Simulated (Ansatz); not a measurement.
Compare A (`C=C1C[SiH2]S1`) with its isomer B (`CC1[SiH2]C1=S`).

Calculated with Ansatz (gas phase, PBE0-D4/def2-TZVP geometries, no zero-point term in ΔE). CCSD(T)/CBS is the MP2 limit (def2-TZVPP, def2-QZVPP) plus CCSD(T) − MP2 in def2-TZVPP, frozen cores. DFT in def2-TZVPP. B3LYP here is the variant with VWN-RPA as its local correlation; programs differ in this.

**Question.** Which is lower in electronic energy at CCSD(T)/CBS, and by how much? (Best estimate.)

**Answer.** Computed: A, by 44.6 kcal/mol.

**Question.** Give E(B) − E(A) in kcal/mol with HF/def2-TZVPP, B3LYP-D4, CCSD(T)/def2-TZVPP, ωB97M-V, B2PLYP, CCSD/def2-TZVPP, MP2/def2-TZVPP. (An estimate is asked.)

**Answer.** The calculation gave: HF/def2-TZVPP 49.7, B3LYP-D4 42.6, CCSD(T)/def2-TZVPP 43.7, ωB97M-V 45.1, B2PLYP 42.7, CCSD/def2-TZVPP 45.2, MP2/def2-TZVPP 44.0. None reverses the order clearly.

Largest T1 diagnostic: 0.016.

From PBE to PBE0 (25 % exact exchange), in def2-TZVPP and without D4, E(B) − E(A) moves by +3.7 kcal/mol. In def2-TZVPP, CCSD(T) changes the Hartree–Fock value by −6.0 kcal/mol (the triples alone add −1.4 kcal/mol) and MP2 by −5.7 kcal/mol.
